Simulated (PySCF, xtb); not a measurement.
3-methylpenta-1,2-diene (C6H10), SMILES C=C=C(C)CC.

GFN2-xTB in xtb at its own geometry gives an orbital gap of 5.04 eV and a dipole moment of 0.52 D.

Geometry optimised at TPSSh-D3(BJ)/def2-SVP. The values are those of a single conformer.

What does PBE/def2-TZVP (PySCF) give? (The exact figures need the calculation; the answer reports its results.)

gap 5.22 eV (levels -5.73 and -0.51 eV), dipole 0.64 D.
